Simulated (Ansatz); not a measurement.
Be₄O₃⁺. The state is a doublet with charge 1. Geometry PBE0-D4/def2-SVP; atoms count from 1.

| atom | x (Å) | y (Å) | z (Å) |
| --- | --- | --- | --- |
| Be1 | 1.0329 | -0.5162 | 0.8116 |
| Be2 | 3.1229 | -1.5801 | 2.4074 |
| Be3 | -3.1151 | 1.5656 | -2.4270 |
| Be4 | -1.0376 | 0.5242 | -0.8004 |
| O5 | 2.0943 | -1.0530 | 1.6265 |
| O6 | -0.0034 | 0.0063 | 0.0085 |
| O7 | -2.0940 | 1.0532 | -1.6266 |

Another isomer (doublet) lies 0.81 eV lower at PBE0-D4/def2-TZVP; other spin states weren't run for this one.

Estimate the Mulliken populations from the PBE0/def2-TZVP orbitals of Ansatz.


```tsv
atom	charge (e)	spin (α − β)
Be1	0.11	0.01
Be2	0.29	0.50
Be3	0.29	0.50
Be4	0.11	0.01
O5	0.07	-0.01
O6	0.08	0.00
O7	0.07	-0.01
```
Mulliken values and Mayer orders depend strongly on the basis.

Where does the spin sit?

Summed by element: Be 1.02, O -0.02, of 1 unpaired in all. Largest on single atoms: Be2 0.50, Be3 0.50, O5 -0.01.

And the Mayer bond orders between bonded heavy atoms (over 0.3)?

Be1–O5 1.17 (1.44 Å); Be1–O6 1.42 (1.41 Å); Be2–O5 1.67 (1.39 Å); Be3–O7 1.67 (1.39 Å); Be4–O6 1.42 (1.41 Å); Be4–O7 1.17 (1.44 Å). Values over 0.3 also appear between atoms too far apart for a bond (Be2–Be3 0.46 at 8.50 Å); they arise where an orbital or an unpaired electron spreads over both atoms.
